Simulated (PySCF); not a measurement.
An unknown is described by computed data only.

Formula: C4H9NSSi2.

- UV, strongest line: among the 10 lowest singlet transitions: S2 at 5.07 eV (244 nm, f = 0.202) [TDDFT wB97X-D/def2-SVPD]
- 13C NMR: chemical shifts (computed TMS as zero) by class: 165.1 (1 C), 131.5 (1 C), 120.6 (1 C), 111.0 (1 C) ppm [GIAO B3LYP/pcSseg-1]
- 1H NMR: chemical shifts (computed TMS as zero) by class: 6.77 (1 H), 6.36 (1 H), 6.20 (1 H), 4.78 (6 H) ppm [GIAO B3LYP/pcSseg-1]
- Valence photoelectron: vertical ionisation energy: 7.67 eV [ΔSCF wB97X-D/def2-SVPD]
- UV, first state: lowest singlet excitation: 4.92 eV (252 nm, f = 0.008) [TDDFT wB97X-D/def2-SVPD]
- NMR, other nuclei: isotropic shieldings of nuclei other than C and H, by class: 204 (1 N), 387 (2 Si), 278 (1 S) ppm [GIAO B3LYP/pcSseg-1]
- Dipole: 0.66 D [wB97X-D/def2-SVPD]
- Rotational structure: rotational constants A, B, C: 1.960, 0.958, 0.655 GHz [PBE0-D3(BJ)/def2-SVP]
- Triplet: lowest triplet excitation (Tamm–Dancoff): 3.51 eV [TDA wB97X-D/def2-SVPD]
- Polarisability: 124.8 au [wB97X-D/def2-SVPD]

Electronic properties: PySCF, gas phase, density fitting. Levels stand in brackets. Geometry: PBE0-D3(BJ)/def2-SVP; no solvent, vibrations or thermal averaging. NMR classes are plain means over equivalent atoms (diastereotopic ones count apart unless rotation or inversion swaps them), as if these changed places fast.

Task: Propose a structure and show how it fits.

Result: Numbering: `[SiH3:1][N:2]([SiH3:3])[c:4]1[cH:5][cH:6][cH:7][s:8]1`. Its formula, C4H9NSSi2, gives 3 degrees of unsaturation: 1 ring and 2 π bonds in the structure found (Kekulé form). 4 carbons fall into 4 classes; from least to most shielded: aromatic carbon bearing nitrogen [C4] (165.1 ppm), aromatic CH carbon [C6] (131.5 ppm), aromatic CH next to a ring sulfur [C7] (120.6 ppm), aromatic CH carbon [C5] (111.0 ppm). Hydrogen classes from least to most shielded: 1 H on an aromatic CH carbon, C6 (6.77 ppm), 1 H on an aromatic CH next to a ring sulfur, C7 (6.36 ppm), 1 H on an aromatic CH carbon, C5 (6.20 ppm), 6 H on 2 SiH3 silicons, Si1/Si3 (4.78 ppm). The other shieldings belong to: 204 ppm, nitrogen bridging silicon atoms [N2]; 387 ppm, SiH3 silicon [Si1/Si3]; 278 ppm, thiophene-type sulfur [S8]. The first electron is taken from the HOMO, whose largest Löwdin shares are 0.22 on the aromatic CH next to a ring sulfur, 0.22 on the nitrogen bridging silicon atoms, 0.15 on the aromatic carbon bearing nitrogen and 0.15 on an aromatic CH carbon. The optimised geometry has point group C1 and is an asymmetric top. Structure: `[SiH3]N([SiH3])c1cccs1`. Computed isomers that give other values at the same levels: `CS[SiH2]/C=C(\[SiH3])C#N` (rotational constant A: 2.444 GHz; this holds for the one conformer computed); `[SiH3]N([SiH3])c1ccsc1` (rotational constant A: 2.149 GHz; this holds for the one conformer computed). The assignments are read from this structure; whether some other isomer fits the data as well wasn't checked.

Conformer computed: `[SiH3:1][N:2]([SiH3:3])[c:4]1[cH:5][cH:6][cH:7][s:8]1`: Si1–N2–C4–C5 8°.
